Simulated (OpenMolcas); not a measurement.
**As IV: effect of the active space**

- Program: OpenMolcas
- Method: SS-CASPT2 or its RAS form, IPEA 0.25 Eh, imaginary shift 0.1 Eh
- Basis: ANO-RCC-VTZP
- Scalar Hamiltonian: DKH2, point nucleus
- Spin-orbit coupling: state interaction with AMFI integrals over the reference wave functions, term energies averaged over their components

A. 2 electrons in 4 orbitals (4s 4p); 2S+1 = 3 even, 3 roots; 2S+1 = 1 even, 7 roots; 2S+1 = 3 odd, 3 roots; 2S+1 = 1 odd, 3 roots; closed shells correlated: 3d; CASPT2 step of the order of 2.2 core-seconds
B. 2 electrons in 8 orbitals (4s 4p 5s 5p); 2S+1 = 3 even, 3 roots; 2S+1 = 1 even, 7 roots; 2S+1 = 3 odd, 3 roots; 2S+1 = 1 odd, 3 roots; closed shells correlated: 3d; CASPT2 step about 4 core-seconds
C. 2 electrons in 9 orbitals (RAS2 4s 4p; RAS3 4d, at most 2 electrons); 2S+1 = 3 even, 3 roots; 2S+1 = 1 even, 7 roots; 2S+1 = 3 odd, 3 roots; 2S+1 = 1 odd, 3 roots; closed shells correlated: 3d; CASPT2 step of the order of 5 core-seconds

Energies in cm⁻¹ above 4s² ¹S₀, the measured ground level; measured values from Moore, Atomic Energy Levels, vol. II, NSRDS-NBS 35 (1971 reprint of NBS Circular 467, 1952).

```json
{"Level": "4s² ¹S₀", "A": "0.0", "B": "0.0", "C": "0.0", "Measured": "0.0"}
{"Level": "4s 4p ³P°₀", "A": "73080", "B": "73210", "C": "72980", "Measured": ""}
{"Level": "4s 4p ³P°₁", "A": "74100", "B": "74230", "C": "74000", "Measured": "76962"}
{"Level": "4s 4p ³P°₂", "A": "76300", "B": "76430", "C": "76190", "Measured": "79492"}
{"Level": "4s 4p ¹P°₁", "A": "114020", "B": "113880", "C": "112720", "Measured": "112022"}
```

Deviations, from unrounded energies. A percentage is the sum of absolute deviations over the sum of measured energies, with the sign that they share, or ± where signs differ.

```csv
Against measurement,Levels,A,B,C
mean absolute deviation (cm-1),3,2700,2500,2300
other configurations (%),3,±3.0,±2.8,±2.6
```

C lies closest to measurement on these levels and A furthest from it. The largest miss of C in the table is 4s 4p ³P°₂, by -3300 cm-1. The ranking rests on the paired levels alone, and a cruder setting can come out closer through cancelling errors.

Among A to C the level of the table that moves most is 4s 4p ¹P°₁, by 1300 cm-1 (lowest in C, highest in A). Moves below CASPT2's spread within the term are not significant.

Over all roots computed the reference weight is 0.93 to 0.99 in A, 0.92 to 0.99 in B; the roots of lowest weight are the least certain, and an intruder state may touch them. Active for correlation alone: 5p 5s; no level in the range computed is led by a configuration that fills them, so any true level of that kind is missing (holds for B). Active for correlation alone: 4d; no level in the range computed is led by a configuration that fills it, so any true level of that kind is missing (holds for C). Measured partners are found by configuration, term and J. A level has none where our copy of the source lacks it or the pairing is in doubt (some pairs that miss far off the trend of their configuration count as doubtful), and it then counts in no deviation. Only configurations of the active space appear. Levels that lie high or do not pair safely by name in every column are left out.

° marks odd parity.
